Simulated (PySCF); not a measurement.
PySCF input file for Br2Pb, SMILES [Br][Pb][Br] (connectivity only; charge and spin as stated), charge +1, multiplicity 2, IEF-PCM-ωB97X/def2-SVP. Geometry optimised at PBE-D3(BJ)/def2-SVP. The spin state was assumed, not searched. The isomer is the one that the SMILES or the coordinates give; other isomers of the formula were not compared. The def2 effective core potentials stand for the cores of Pb; spin–orbit coupling is left out.

```python
import numpy as np
from pyscf import gto, scf, dft
from pyscf.solvent import pcm

mol = gto.M(
    atom='''
    Pb    0.00000000    0.00000001    1.04759530
    Br    0.00000000    1.51158907   -1.22718308
    Br    0.00000000   -1.51158910   -1.22718304
    ''',
    basis='def2-SVP',
    ecp={'Pb': 'def2-svp'},
    charge=1,
    spin=1,
    max_memory=1600,
    verbose=3,
)
mf = dft.UKS(mol, xc='wb97x').density_fit(auxbasis='def2-universal-jkfit')
mf.grids.level = 3
mf.conv_tol = 1e-9
mf.max_cycle = 100
mf.kernel()
fine, coarse = mf.grids, dft.Grids(mol).set(level=1).build(with_non0tab=True)
for _ in range(3):  # follow internal instabilities
    mf.grids = coarse
    mo, _, stable, _ = mf.stability(return_status=True, nroots=4)
    mf.grids = fine
    if stable:
        break
    mf.kernel(mf.make_rdm1(mo, mf.mo_occ))
res = {}
for name, eps in {'water': 78.355, 'ethanol': 24.852, 'n-hexane': 1.8819}.items():
    s = mf.PCM()
    s.with_solvent.method, s.with_solvent.eps, s.with_solvent.lebedev_order = 'IEF-PCM', eps, 29
    s.kernel(mf.make_rdm1())
    res[name] = (s.e_tot, eps, s.dip_moment(), s.mo_energy, s.converged)
    print(f'{name}: electrostatic solvation free energy {(s.e_tot - mf.e_tot) * 627.509474:.3f} kcal/mol')
```

Log of the run:

```

WARN: HOMO -0.605679716754215 >= LUMO -0.605679716754222

converged SCF energy = -5340.42675592239  <S^2> = 0.75890216  2S+1 = 2.0088824
<class 'pyscf.df.df_jk.DFUKS'> wavefunction is stable in the internal stability analysis

WARN: PCM is an experimental feature. It is still in testing.
Features and APIs may be changed in the future.

converged SCF energy = -5340.53397275495  <S^2> = 0.75779677  2S+1 = 2.0077816

WARN: System has nonzero charge 1; the dipole moment is origin-dependent.
Location of origin: [0. 0. 0.]

Dipole moment(X, Y, Z, Debye): -0.00000,  0.00000,  7.35389
water: electrostatic solvation free energy -67.280 kcal/mol

WARN: PCM is an experimental feature. It is still in testing.
Features and APIs may be changed in the future.

converged SCF energy = -5340.53052773813  <S^2> = 0.75784214  2S+1 = 2.0078268

WARN: System has nonzero charge 1; the dipole moment is origin-dependent.
Location of origin: [0. 0. 0.]

Dipole moment(X, Y, Z, Debye):  0.00000,  0.00000,  7.22289
ethanol: electrostatic solvation free energy -65.118 kcal/mol

WARN: PCM is an experimental feature. It is still in testing.
Features and APIs may be changed in the future.

converged SCF energy = -5340.47458634283  <S^2> = 0.75849138  2S+1 = 2.0084734

WARN: System has nonzero charge 1; the dipole moment is origin-dependent.
Location of origin: [0. 0. 0.]

Dipole moment(X, Y, Z, Debye):  0.00000,  0.00000,  5.55421
n-hexane: electrostatic solvation free energy -30.014 kcal/mol
```

Self-consistency was reached.
